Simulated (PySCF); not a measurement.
C3H6BFO. Atoms are numbered in the order given.

```xyz
12

B      0.5156     0.5460     0.6668
C      0.3199    -0.9452     0.1554
C     -0.9638    -1.1232    -0.6007
C     -1.1203    -0.9486    -1.9194
H      0.3928    -1.6379     1.0096
H      1.1902    -1.1604    -0.4934
H     -1.8521    -1.3491     0.0034
H     -0.2686    -0.7286    -2.5730
H     -2.0987    -1.0452    -2.3974
F      1.3803     0.7990     1.6502
O     -0.1307     1.5983     0.1287
H     -0.7333     1.3153    -0.5764
```
Charge 0, spin multiplicity 1.

Coordinates come from a B3LYP-D3(BJ)/def2-SVP optimisation. The structure was generated by enumeration, and PubChem lists no compound with its InChIKey, so it may never have been made. Other conformers were not sampled.

These are PySCF with M06-2X/def2-TZVP values and carry that method's errors.

Gas-phase values at a fixed geometry.

Computed frontier levels, gap, dipole moment and polarisability:
| Property | Result |
|---|---|
| highest occupied level | -8.96 eV |
| lowest empty level | 0.58 eV |
| orbital gap | 9.54 eV |
| dipole moment | 0.543 e·Å |
| quadrupole, principal values (traceless, Buckingham form, about the centre of nuclear charge) | -8.38, 2.69, 5.69 D·Å |
| mean static polarisability | 52.0 bohr³ (7.71 Å³) |
| polarisability, principal values | 43.9, 46.9, 65.2 bohr³ |
